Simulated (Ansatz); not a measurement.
Relaxation of CH₂FOSi (6 atoms, charge -1, multiplicity 1), to a largest force component of 0.02 eV/Å in at most 50 steps.

The calculation used RKS PBE0-D4/def2-SVP in Ansatz 0.2.0.

```xyz
6
Properties=species:S:1:pos:R:3:forces:R:3
O -1.298 0.452 -1.243 3.40 2.08 0.87
Si 0.186 1.093 -0.670 -6.98 -5.53 -0.86
C 0.788 -0.023 0.573 1.01 -0.07 0.76
F 0.161 -1.261 1.036 0.74 2.36 -1.20
H 0.323 2.293 -1.453 1.64 1.33 0.18
H 1.720 0.110 1.129 0.18 -0.17 0.26
```

Problem. Where does it end, and by what steps?

Solution. It converged. Limits of this set-up: an anion without diffuse functions, the dipole of an ion depends on the origin. After 9 steps the energy has fallen by 2.004 eV; H5 moved furthest, 0.65 Å.

```json
{"step": "0", "energy less start (eV)": "0.0000", "largest force component (eV/Å)": "6.984", "accepted": "yes"}
{"step": "1", "energy less start (eV)": "-1.3585", "largest force component (eV/Å)": "3.783", "accepted": "yes"}
{"step": "2", "energy less start (eV)": "-1.7823", "largest force component (eV/Å)": "2.205", "accepted": "yes"}
{"step": "3", "energy less start (eV)": "-1.9257", "largest force component (eV/Å)": "0.389", "accepted": "yes"}
{"step": "4", "energy less start (eV)": "-1.9773", "largest force component (eV/Å)": "0.512", "accepted": "yes"}
{"step": "5", "energy less start (eV)": "-1.9979", "largest force component (eV/Å)": "0.368", "accepted": "yes"}
{"step": "6", "energy less start (eV)": "-2.0011", "largest force component (eV/Å)": "0.163", "accepted": "yes"}
{"step": "7", "energy less start (eV)": "-2.0041", "largest force component (eV/Å)": "0.087", "accepted": "yes"}
{"step": "8", "energy less start (eV)": "-2.0043", "largest force component (eV/Å)": "0.024", "accepted": "yes"}
{"step": "9", "energy less start (eV)": "-2.0044", "largest force component (eV/Å)": "0.008", "accepted": "yes"}
```

```xyz
6
Properties=species:S:1:pos:R:3
O -1.491 0.625 -1.507
Si -0.159 0.820 -0.712
C 0.730 -0.019 0.527
F 0.413 -1.201 1.170
H 0.705 2.039 -0.998
H 1.682 0.399 0.891
```

Whether the end is a true minimum wasn't checked by a vibrational analysis.

Run time: 25 s on 1 CPU thread of a shared host.
